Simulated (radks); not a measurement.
Question: The table gives one normalised radial function P(r) = r R(r) (large component) of Er53+ in [Ne] 3s2 3p3 (r in bohr). All-electron calculation, Dirac Kohn-Sham, PBE, spin-unpolarised, spherical densities, point nucleus; open shells fill j = l - 1/2 first. Program: a radial shooting solver on a logarithmic mesh with Libxc functionals.

r	P
0.001267	0.0135
0.001572	0.0202
0.001952	0.0304
0.002422	0.0454
0.003006	0.0677
0.003731	0.1004
0.00463	0.1480
0.005747	0.2166
0.007132	0.3142
0.008852	0.4509
0.01099	0.6381
0.01363	0.8881
0.01692	1.2105
0.021	1.6082
0.02607	2.0701
0.03235	2.5634
0.04015	3.0262
0.04983	3.3689
0.06185	3.4890
0.07737	3.2932
0.09603	2.7852
0.1192	2.0570
0.1479	1.2859
0.1836	0.6546
0.2278	0.2582
0.2828	0.0742
0.3509	0.0144
0.4356	0.0017
0.5406	0.0001
0.6709	0.0000

Which n and l does it have? It may be an empty orbital.

Answer: n = 2, l = 1: the number of nodes gives n - l - 1 = 0, the rise at small r points to l (this Dirac orbital starts as r^gamma with gamma = sqrt((l + 1)^2 - (Z/c)^2) = 1.94; the j = 3/2 orbital of l + 1 starts with the same power, but with a smaller coefficient, and then steepens), and the extent must fit the shell. The curve is that of 2p3/2; the two j differ most near the nucleus, where j = l - 1/2 has the larger amplitude, and in heavy atoms j = l - 1/2 is also the more compact. 2p3/2: eigenvalue -12010.8 eV, 0 radial nodes, <r> = 0.0776 bohr, 90 % of the charge inside 0.125 bohr.
